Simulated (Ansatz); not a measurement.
Ideal-gas functions of GeH$_{5}$NOS (`[NH2][GeH]([OH])[SH]`) at 400 K and 1 bar, from an Ansatz frequency run at PBE0-D4/def2-TZVP.

Molar mass 139.72 g/mol, point group C1 (symmetry number 1), electronic degeneracy 1, moments of inertia 91.158, 187.005, 237.368 u Å². Harmonic wavenumbers (cm⁻¹, unscaled): 72, 132, 193, 207, 222, 289, 392, 517, 679, 693, 724, 735, 770, 899, 941, 1570, 2166, 2714, 3571, 3671, 3893.

Use S(trans) = R[1.5 ln M + 2.5 ln T − 1.1517]; rotational temperatures θ = 24.2544 K / I; S(rot) = R[ln(√π/σ · √(T³/θAθBθC)) + 1.5]; for each mode x = 1.438777 ν̃/T, S = R[x/(eˣ − 1) − ln(1 − e⁻ˣ)] and H = RT x/(eˣ − 1); 1 cm⁻¹ = 0.0119627 kJ/mol; R = 8.31446 J/(mol·K).

Problem. By hand: the entropy, in J/(mol·K).

Solution. Translation 176.6. Rotation: θ = 0.2661, 0.1297, 0.1022 K, giving 115.4. Vibration, mode by mode: 19.57, 14.59, 11.51, 10.96, 10.40, 8.36, 6.11, 4.26, 2.69, 2.59, 2.37, 2.30, 2.08, 1.44, 1.27, 0.20, 0.03, 0.01, 0.00, 0.00, 0.00, in all 100.7. Electronic 0.0. Sum 392.7 J/(mol·K).

Problem. By hand: H − E and G − E in kJ/mol, counted from the electronic energy.

Solution. Zero-point energy ½ × 25050 × 0.0119627 = 149.8; thermal vibration 21.2; translation, rotation and pV give 4 RT = 13.3. H − E = 184.3 kJ/mol, and G − E = 184.3 − 400 × 392.7/1000 = 27.2 kJ/mol.

Vibration gives 26 % of the entropy, 34.2 J/(mol·K) of it from the modes under 150 cm⁻¹: soft modes count most, and the harmonic formula is weakest for them. The sum counts one conformer and one mirror image; others add a mixing term.
